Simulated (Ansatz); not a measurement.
Reaction (ligand exchange at a Li–N bond): `[Li][N](C)C` + H–F → `[Li][F]` + dimethylamine

Calculated with Ansatz (gas phase, PBE0-D4/def2-TZVP geometries, no zero-point term in ΔE). CCSD(T)/CBS is the MP2 limit (def2-TZVPP, def2-QZVPP) plus CCSD(T) − MP2 in def2-TZVPP, frozen cores. This one scheme is used for every species. Functionals use def2-TZVPP. HSE06 is defined as in plane-wave codes. For Li outer-core shells are correlated without core-valence functions, which leaves a few kJ/mol of doubt a bond.

```
             level  ΔE (kcal/mol)  difference from CCSD(T)/CBS
         r2SCAN-D4          -39.0                         -0.3
            B97M-V          -38.9                         -0.2
           PBE0-D4          -38.4                          0.3
          HSE06-D4          -38.2                          0.5
      CAM-B3LYP-D4          -41.2                         -2.5
           r2SCANh          -39.2                         -0.5
RPA@PBE/def2-TZVPP          -36.2                          2.5
  CCSD(T)/def2-SVP          -37.5                          1.2
SCS-MP2/def2-TZVPP          -38.4                          0.3
CCSD(T)/def2-TZVPP          -37.4                          1.3
       CCSD(T)/CBS          -38.7                            0
```

Largest T1 diagnostic among the species: 0.013.

The D4 term adds +0.9 kcal/mol with B3LYP and +0.5 kcal/mol with PBE0; it sums over pairs of atoms, weighted by their polarisabilities, and B3LYP, whose exchange is more repulsive, gets the larger term. In def2-TZVPP, CCSD(T) changes the Hartree–Fock value by +5.2 kcal/mol (the triples alone add +1.0 kcal/mol) and MP2 by +5.3 kcal/mol.

B3LYP here is the variant with VWN-RPA as its local correlation; programs differ in this.
